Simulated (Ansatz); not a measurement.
A nudged elastic band was laid between two geometries of AlClH6HfO4 (13 atoms, charge 0, multiplicity 1).

The calculation used Ansatz, RKS PBE/def2-SVP.

| Quantity | Value |
| --- | --- |
| movable images | 7 |
| climbing image | yes |
| spring | 5.0 eV/Å² |
| optimiser | quadratic models (default) |
| start path | through a guess of the saddle point |
| force threshold | 0.05 eV/Å |
| iteration limit | 60 |
| end points | relaxed |

First end point:

```xyz
13
Properties=species:S:1:pos:R:3
Hf -0.200 0.261 0.526
Cl -1.628 0.039 2.465
O 1.895 0.230 -0.049
H 2.253 -0.202 -0.841
O -1.033 1.523 -0.675
H -1.628 1.639 -1.430
O -0.455 -1.503 -0.222
H -0.566 -2.461 -0.283
O 1.071 1.414 1.879
Al 2.810 1.270 1.221
H 3.726 0.374 2.185
H 3.363 2.624 0.568
H 0.780 1.637 2.780
```

Last end point:

```xyz
13
Properties=species:S:1:pos:R:3
Hf 0.423 0.069 -0.227
Cl -1.274 1.282 2.736
O 1.816 -0.243 -1.537
H 2.283 -0.547 -2.325
O -0.893 1.259 -1.015
H -1.747 1.713 -0.992
O -0.318 -1.622 0.353
H -0.902 -2.291 0.730
O 1.325 0.982 1.338
Al 2.809 1.520 2.069
H 4.180 1.102 1.362
H 2.702 2.385 3.404
H -0.017 1.236 2.227
```

Question: Which bonds break or form, and what moves?

Answer: Bonds broken: Hf1–Cl2, O3–Al10, O9–H13. Bonds formed: Cl2–H13. AlClH6HfO4 becomes AlH5HfO4 + ClH.

Question: What energy profile does the band end with?

Answer: It converged. The highest image is number 8 of 0 to 8, 2.04 eV above the first end and 0.00 eV above the last; the last end lies 2.04 eV above the first. The highest image is an end point: on this band no image between the ends rises above it. Between wells the path still climbs a hump at image 1, 0.01 eV above the well before it. The orbitals stay closed-shell, which can raise the energy where a bond breaks towards radicals; this wasn't checked here.

```json
{"image": "0", "path coordinate (Å)": "0.00", "energy (eV)": "0.00", "Hf1–Cl2 (Å)": "2.42", "O3–Al10 (Å)": "1.88", "O9–H13 (Å)": "0.97"}
{"image": "1", "path coordinate (Å)": "1.14", "energy (eV)": "0.01", "Hf1–Cl2 (Å)": "2.42", "O3–Al10 (Å)": "1.87", "O9–H13 (Å)": "0.97"}
{"image": "2", "path coordinate (Å)": "2.28", "energy (eV)": "0.00", "Hf1–Cl2 (Å)": "2.42", "O3–Al10 (Å)": "1.88", "O9–H13 (Å)": "0.97"}
{"image": "3", "path coordinate (Å)": "3.42", "energy (eV)": "0.26", "Hf1–Cl2 (Å)": "2.42", "O3–Al10 (Å)": "1.93", "O9–H13 (Å)": "0.97"}
{"image": "4", "path coordinate (Å)": "4.56", "energy (eV)": "1.27", "Hf1–Cl2 (Å)": "2.47", "O3–Al10 (Å)": "2.47", "O9–H13 (Å)": "0.98"}
{"image": "5", "path coordinate (Å)": "5.70", "energy (eV)": "1.58", "Hf1–Cl2 (Å)": "2.55", "O3–Al10 (Å)": "3.46", "O9–H13 (Å)": "1.00"}
{"image": "6", "path coordinate (Å)": "6.84", "energy (eV)": "1.73", "Hf1–Cl2 (Å)": "2.69", "O3–Al10 (Å)": "4.00", "O9–H13 (Å)": "1.04"}
{"image": "7", "path coordinate (Å)": "7.98", "energy (eV)": "2.04", "Hf1–Cl2 (Å)": "3.52", "O3–Al10 (Å)": "4.16", "O9–H13 (Å)": "1.61"}
{"image": "8", "path coordinate (Å)": "8.33", "energy (eV)": "2.04", "Hf1–Cl2 (Å)": "3.62", "O3–Al10 (Å)": "4.13", "O9–H13 (Å)": "1.63"}
```

Run time: 9.9 min on 4 threads of Arm Neoverse V1, on a shared host, peak memory 0.25 GiB.
